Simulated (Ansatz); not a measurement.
System: CBrClF, charge 0, multiplicity 2. It need not be the lowest isomer of its formula. 
Coordinates optimised at B3LYP-D3(BJ)/def2-TZVP (Ansatz, a first-principles code):
```
C
F 1 1.3271
Cl 1 1.7212 2 113.15
Br 1 1.9004 2 113.24 3 137.55
```
Charge 0, spin multiplicity 2.

**Question.** Give the harmonic wavenumbers at B3LYP-D3(BJ)/def2-TZVP (Ansatz, finite differences of forces, unscaled).

**Answer.** 226, 323, 431, 524, 847, 1148 cm⁻¹. Zero-point energy 5.0 kcal/mol.

**Question.** From these and the geometry, give the ideal-gas thermochemistry at 298.15 K and 1 atm (rigid rotor, harmonic oscillator).

**Answer.** Point group C1, rotational symmetry number 1. Rotational constants 6.855, 1.977, 1.548 GHz. S(trans) 40.85, S(rot) 27.13, S(vib) 4.89, S(elec, spin only) 1.38, S 74.2 cal/(mol K). H(298) - H(0) 3.30 kcal/mol; G - E(el) -13.8 kcal/mol.
